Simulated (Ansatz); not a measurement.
`C[S][Sn][Br]` + H–F → `[F][Sn][Br]` + CH₃SH at 500 K and 1 bar (ligand exchange at the Sn–S bond).

Isolated molecules relaxed with PBE0-D4/def2-TZVP in Ansatz; ΔE leaves out vibrations. CCSD(T)/CBS is the MP2 limit (def2-TZVPP, def2-QZVPP) plus CCSD(T) − MP2 in def2-TZVPP, frozen cores. This one scheme is used for every species. Elements past krypton have def2 core potentials. For Br, Sn outer-core shells are correlated without core-valence functions, which leaves a few kJ/mol of doubt a bond. Scalar relativity is left out up to krypton. Each species was taken in one conformer, which may not be the lowest.

| species | CCSD(T)/CBS energy (Eh) | H − E (kJ/mol) | S (J/(mol·K)) |
| --- | --- | --- | --- |
| `C[S][Sn][Br]` | -3225.07327 | 143.5 | 422.6 |
| H–F | -100.39570 | 39.4 | 188.7 |
| `[F][Sn][Br]` | -2887.23951 | 30.3 | 339.8 |
| CH₃SH | -438.22835 | 145.1 | 283.7 |

H − E and S are ideal-gas, rigid-rotor, harmonic terms from PBE0-D4/def2-TZVP, for one conformer and one mirror image of each species. 1 Eh = 2625.50 kJ/mol, R = 8.31446 J/(mol·K).

**Question.** By hand: ΔE, ΔH, ΔS and ΔG.

**Answer.** ΔE = (-2887.23951) + (-438.22835) − (-3225.07327) − (-100.39570) = 0.00111 Eh = 2.9 kJ/mol. Δ(H − E) = 30.3 + 145.1 − 143.5 − 39.4 = -7.5, so ΔH = -4.6 kJ/mol. ΔS = 339.8 + 283.7 − 422.6 − 188.7 = 12.2 J/(mol·K). ΔG = -4.6 − 500 × (12.2)/1000 = -10.7 kJ/mol.

**Question.** By hand: the equilibrium constant, and the temperature at which ΔG would vanish if ΔH and ΔS stayed fixed.

**Answer.** log₁₀ K = −ΔG/(RT ln 10) = 1.1. ΔH and −TΔS have one sign here, so there is no such temperature. One of them is within its doubt of zero, so this could turn.

TΔS isn't small against ΔH here. A doubt of 5 kJ/mol in ΔE shifts log₁₀ K by 0.5 here. Other conformers and mirror images would add mixing entropy, several J/(mol·K) or more a flexible species. Modes under 60 cm⁻¹, often nearly free rotors, make the harmonic entropy too high. These are equilibria of isolated gas molecules and say nothing of rates. Largest T1 diagnostic: 0.014 (customary marks: 0.02 for closed shells, 0.045 for open ones).
